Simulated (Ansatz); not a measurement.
Two isomers of C2H6AlN: A = `C=[CH][AlH][NH2]`, B = `[NH2][Al]1[CH2][CH2]1`.

Isolated molecules relaxed with PBE0-D4/def2-TZVP in Ansatz; ΔE leaves out vibrations. CBS: MP2 limit from def2 TZ/QZ plus the TZ coupled-cluster correction, frozen cores. Functionals use def2-TZVPP. Each species was taken in one conformer, which may not be the lowest.

A:

Z-matrix (Å, degrees):
```
C
C 1 1.335
H 1 1.089 2 122.9
H 1 1.088 2 122.2 3 180.0
Al 2 1.944 1 123.1 3 -179.9
H 2 1.091 1 116.0 3 -0.0
N 5 1.769 2 119.0 1 -1.3
H 5 1.585 2 123.5 1 178.7
H 7 1.007 5 126.3 2 -0.4
H 7 1.007 5 123.7 2 179.8
```

B:

Z-matrix (Å, degrees):
```
C
Al 1 1.896
C 1 1.607 2 64.9
H 1 1.089 2 122.6 3 103.4
H 1 1.089 2 123.0 3 -103.4
N 2 1.757 1 154.9 3 180.0
H 3 1.089 1 114.0 2 116.7
H 3 1.089 1 113.9 2 -116.3
H 6 1.007 2 124.7 1 -0.2
H 6 1.007 2 124.7 1 179.8
```

Q: Which is lower in electronic energy at CCSD(T)/CBS, and by how much? (Estimate.)

A: Computed: A, by 21.5 kcal/mol.

Q: Give E(B) − E(A) in kcal/mol with ωB97M-V, CCSD(T)/def2-TZVPP, BLYP-D4, CCSD/def2-TZVPP, MP2/def2-TZVPP, LDA (SPW92), HF/def2-TZVPP. (Best estimate.)

A: Computed: ωB97M-V 20.0, CCSD(T)/def2-TZVPP 21.7, BLYP-D4 23.9, CCSD/def2-TZVPP 22.1, MP2/def2-TZVPP 19.3, LDA (SPW92) 12.5, HF/def2-TZVPP 29.5. None reverses the order clearly.

Q: Does the order hold for the free energy at 298.15 K (harmonic terms from PBE0-D4)? (Estimate.)

A: Ansatz gave: Yes: G(B) − G(A) = +25.1 kcal/mol, for one conformer each. Modes under 60 cm⁻¹, often nearly free rotors, make the harmonic entropy too high.

Largest T1 diagnostic: 0.012.

Leaving LDA and LC-ωPBE aside and taking each functional with its dispersion term where it has one, the values, not all of them listed here, spread over 6.5 kcal/mol, from HSE06-D4 to BLYP-D4. LDA lies −4.7 kcal/mol from PBE without D4. At CCSD(T), def2-SVP lies +1.7 kcal/mol from the extrapolated value and def2-TZVPP +0.2 kcal/mol.
